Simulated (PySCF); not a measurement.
**Tl (thallium, neutral): B3LYP calculation**

Configuration: [Xe] 4f14 5d10 6s1 6p2, high-spin 4P determinant (an excited configuration). Calculation: PySCF 2.14, in aug-cc-pVTZ-DK3 (9s8p6d3f, 84 functions); the spin-free X2C one-electron Hamiltonian (Gaussian nucleus).

| Quantity | Value |
| --- | --- |
| Total energy | -20247.85 hartree |
| One-electron energy | -27716.82 hartree |
| Hartree (Coulomb) energy | 7856.53 hartree |
| Exchange-correlation energy | -387.57 hartree |
| ⟨S²⟩ | 3.7518 |
| ⟨L²⟩ | 2.012 |
| Sum of ⟨r⟩ | 48.83 bohr |
| Sum of ⟨r²⟩ | 74.12 bohr² |
| Traceless quadrupole moment −½Σ⟨3z² − r²⟩ along its main axis | 5.62 e·bohr² |
| Langevin diamagnetic susceptibility | -58.7 ×10⁻⁶ cm³/mol |

| shell | electrons | mean orbital energy (eV) | spread (eV) | rms radius, mean of both spins (bohr) |
| --- | --- | --- | --- | --- |
| 1s α | 1 | -85392.8 | 0 | 0.0184 |
| 1s β | 1 | -85392.8 | 0 | 0.0184 |
| 2s α | 1 | -15236.8 | 0 | 0.0743 |
| 2s β | 1 | -15236.8 | 0 | 0.0743 |
| 2p α | 3 | -13174.6 | 0.017 | 0.0683 |
| 2p β | 3 | -13174.6 | 0.034 | 0.0683 |
| 3s α | 1 | -3652.9 | 0 | 0.190 |
| 3s β | 1 | -3652.8 | 0 | 0.190 |
| 3p α | 3 | -3053.8 | 0.069 | 0.192 |
| 3p β | 3 | -3053.8 | 0.082 | 0.192 |
| 3d α | 5 | -2401.9 | 0.067 | 0.176 |
| 3d β | 5 | -2401.9 | 0.071 | 0.176 |
| 4s α | 1 | -823.69 | 0 | 0.416 |
| 4s β | 1 | -823.62 | 0 | 0.416 |
| 4p α | 3 | -625.36 | 0.147 | 0.444 |
| 4p β | 3 | -625.30 | 0.168 | 0.444 |
| 4d α | 5 | -384.10 | 0.158 | 0.472 |
| 4d β | 5 | -384.05 | 0.168 | 0.472 |
| 5s α | 1 | -136.76 | 0 | 0.934 |
| 5s β | 1 | -136.59 | 0 | 0.934 |
| 4f α | 7 | -120.25 | 0.174 | 0.510 |
| 4f β | 7 | -120.20 | 0.186 | 0.510 |
| 5p α | 3 | -81.771 | 0.275 | 1.07 |
| 5p β | 3 | -81.625 | 0.357 | 1.07 |
| 5d α | 5 | -18.812 | 0.322 | 1.49 |
| 5d β | 5 | -18.373 | 0.493 | 1.49 |
| 6s α | 1 | -12.211 | 0 | 2.62 |
| 6p α | 2 | -4.245 | 0 | 3.76 |

Spin-orbit coupling is strong in this species (close to jj coupling), so the high-spin LS determinant is a model state, not a physical level.

Densities and radii are taken from the X2C orbitals without a picture-change correction, which distorts them close to the nucleus.
